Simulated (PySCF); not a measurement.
SbCl under electron impact: the energy ladder

CCSD(T) extrapolated to the basis-set limit (PySCF; SbCl CCSD(T)/CBS(DT), SbCl⁺ CCSD(T)/CBS(DT); CV core-valence, SR scalar-relativistic term); no spin–orbit coupling.

| species | state (unpaired electrons) | Re (Å) | ωe (cm⁻¹) | energy of the minimum from the neutral (eV) | De (eV) | dissociates to |
| --- | --- | --- | --- | --- | --- | --- |
| SbCl | triplet (π ↑↑) | 2.339 | 375 | 0.00 | 3.04 | Sb + Cl |
| SbCl⁺ | doublet (π ↑) | 2.234 | 453 | 8.65 | 3.54 | Sb⁺ + Cl |

Q: Work out the lowest energy to break SbCl into atoms, from its vibrational ground state.

A: D0 = De − ωe/2 = 3.04 − 0.02 = 3.02 eV (composite CCSD(T)).

Q: Work out the ionisation energy of the Sb atom at this level and the threshold of dissociative ionisation.

A: IE(Sb) = 8.65 + 3.54 − 3.04 = 9.15 eV, so Sb⁺ + Cl + e⁻ appears at D0 + IE(Sb) = 12.17 eV (composite CCSD(T)). The measured IE(Sb) is 8.608 eV (NIST ASD).

These are thermodynamic thresholds; the onsets seen under electron impact lie higher where the geometry changes, and cross-sections peak well above them.

These are scalar-relativistic numbers at best; spin–orbit coupling would shift them, the dissociation energy most. For an ion De counts to the pair picked by the measured ionisation energies or electron affinities, which need not be the lowest pair at this level. States were picked by a PBE0 search and need not be the measured ground states.
